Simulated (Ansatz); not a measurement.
Ansatz (an electronic-structure program) input file for B(All)(H)2 (C3H7B), SMILES C(=C)CB, PBE/def2-SVPD. Geometry: PBE0-D3(BJ)/def2-SVP. The structure was generated by enumeration, and PubChem lists no compound with its InChIKey, so it may never have been made. One conformer was computed; it need not be the lowest.

Ansatz 0.2 input:
```yaml
crystal:
  periodic: [false, false, false]
  atoms:
    - {symbol: B, position_ang: [0.84776103, 0.24663123, 1.74868624]}
    - {symbol: C, position_ang: [0.07437655, -0.50617085, 0.62906021]}
    - {symbol: C, position_ang: [-0.50752953, 0.29535410, -0.48744147]}
    - {symbol: C, position_ang: [-0.34515728, 0.03944971, -1.78652342]}
    - {symbol: H, position_ang: [-0.75226177, -0.89053082, 1.28215567]}
    - {symbol: H, position_ang: [0.58530142, -1.41528716, 0.27361423]}
    - {symbol: H, position_ang: [-1.08954950, 1.17746384, -0.19091999]}
    - {symbol: H, position_ang: [0.23237829, -0.82441957, -2.13226235]}
    - {symbol: H, position_ang: [-0.77964544, 0.68603002, -2.55305923]}
    - {symbol: H, position_ang: [1.58775649, -0.36068870, 2.48892895]}
    - {symbol: H, position_ang: [0.64707689, 1.42247861, 1.95753961]}
basis:
  gaussian:
    orbitals: def2-SVPD
hamiltonian:
  xc: {name: PBE}
```

Program output:

```
WARN ansatz: RAYON_NUM_THREADS=1 ignored (pool sized by the plan → 1); use --threads N
Functional definition: PBE
integrals: 0.05 GiB planned
1114 factors; their error is unknown
mean field: 0.44 GiB planned
mean field evaluation 1: about -3882.2693 eV, gradient 5.8e1 eV
mean field evaluation 2: about -3869.6696 eV, gradient 8.8e1 eV
mean field evaluation 4: about -3891.3498 eV, gradient 1.1e1 eV
mean field evaluation 8: about -3891.6345 eV, gradient 1.5e-1 eV
mean field evaluation 16: about -3891.5776 eV, gradient 1.2e-4 eV
mean field -3891.57758234 eV, -143.0128383449 hartree, gradient 2.4e-5 eV, S^2 0.000000; 0 other end points of the search recorded, 0 dependent functions left out
reference -3891.57762888 eV, -143.0128400553 hartree; 15, 15 occupied and 121, 121 virtual orbitals, 1114 factors
Total energy: -3891.57762888 eV, -143.0128400553 hartree
```

The calculation finished and met its thresholds.

Cost: about 1.7 core-seconds (a rough figure).
